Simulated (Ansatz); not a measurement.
CH4FOSTa (`[CH3][Ta]([OH])([F])=[S]`). Charge 0, multiplicity 1. Ta: def2 effective core potential.

```xyz
9

C    -0.796   -0.141   -1.114
Ta    0.413   -0.342    0.638
O     1.490    1.197    0.699
F     1.374   -1.940    0.480
S    -0.992   -0.384    2.277
H    -1.466   -1.000   -1.217
H    -1.413    0.761   -1.072
H    -0.153   -0.086   -2.001
H     1.542    1.935    1.308
```

Q: List the harmonic frequencies (cm⁻¹, unscaled) at PBE0-D4/def2-TZVP in Ansatz. (Best estimate.)

A: Ansatz gave: 133, 153, 159, 171, 180, 189, 404, 515, 543, 544, 566, 630, 682, 740, 1202, 1409, 1415, 3025, 3113, 3131, 3920.

Q: Is this a minimum?

A: Yes, all 21 modes are real.

Q: Give the ideal-gas thermochemistry at 298.15 K and 1 bar (rigid rotor, harmonic oscillator; point group C1, symmetry number 1).

A: Zero-point energy 136.5 kJ/mol; H(298) − E = 160.1 kJ/mol; entropy 375.8 J/(mol·K), of which translation 178.4, rotation 116.4, vibration 81.0; G(298) − E = 48.0 kJ/mol.

Q: And at 400, 500, 600, 800 and 1000 K?

A: 
```csv
T (K),H − E (kJ/mol),S (J/mol/K),G − E (kJ/mol)
400,173.0,412.9,7.8
500,186.8,443.8,-35.1
600,201.6,470.7,-80.8
800,233.1,515.9,-179.6
1000,266.4,553.1,-286.6
```

Q: Rotational constants (cm⁻¹)?

A: 0.09187, 0.06548, 0.06417.
